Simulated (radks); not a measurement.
Neutral chlorine, configuration [Ne] 3s2 3p5. All-electron calculation, scalar-relativistic Kohn-Sham, BLYP, spin-unpolarised, spherical densities, point nucleus. Program: a radial shooting solver on a logarithmic mesh with Libxc functionals.

Unscreened Slater integrals over Kohn-Sham orbitals (hartree).

F0(3p,3p): 0.49271
F2(3p,3p): 0.24184
F0(3p,3s): 0.53535
G1(3p,3s): 0.34666
F0(3p,2p): 0.68449
F2(3p,2p): 0.10885
G0(3p,2p): 0.042555
G2(3p,2p): 0.042490
F0(3p,2s): 0.67691
G1(3p,2s): 0.032576
F0(3s,3s): 0.58941
F0(3s,2p): 0.78983
G1(3s,2p): 0.057218
F0(3s,2s): 0.78257
G0(3s,2s): 0.045825
F0(2p,2p): 2.2537
F2(2p,2p): 1.0450
F0(2p,2s): 2.1241
G1(2p,2s): 1.2543
F0(2s,2s): 2.0385

Derived for the open shells (J is the average intra-shell exchange parameter used in DFT+U). 3p: J = F2/5 = 0.04837 hartree.
